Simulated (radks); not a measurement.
Ionisation of the cadmium ion Cd+, [Kr] 4d10 5s1, to [Kr] 4d10 as the strength of local exchange is varied. Calculated with a radial shooting solver on a logarithmic mesh with Libxc functionals: scalar-relativistic Kohn-Sham, Slater X-alpha exchange (alpha = 2/3 is LDA exchange), no correlation, spin-polarised, spherical densities, finite nucleus; open shells are filled with parallel spins first (spin-orbit coupling, left out, can overturn this in heavy ions); Fermi nuclear charge, rms radius 4.6087 fm.

alpha  E(Cd+) (hartree)  exchange (hartree)  IE (eV)  -e of the level emptied (eV)  <r> of it (bohr)
0.594       -5568.86894          -128.29703   16.088                   12.260 (5s)             2.705
0.654       -5581.87042          -141.58722   16.615                   12.794 (5s)             2.669
0.667       -5584.69142          -144.47473   16.729                   12.911 (5s)             2.662
0.718       -5595.77221          -155.83000   17.184                   13.375 (5s)             2.632
0.72        -5596.20719          -156.27619   17.202                   13.393 (5s)             2.631
0.761       -5605.13190          -165.43790   17.570                   13.771 (5s)             2.608
0.858       -5626.30290          -187.22510   18.456                   14.684 (5s)             2.555
1.015       -5660.73733          -222.82158   19.926                   16.213 (5s)             2.474

NIST Atomic Spectra Database: 16.908 eV (measured). The Delta-SCF value meets it near alpha = 0.69.
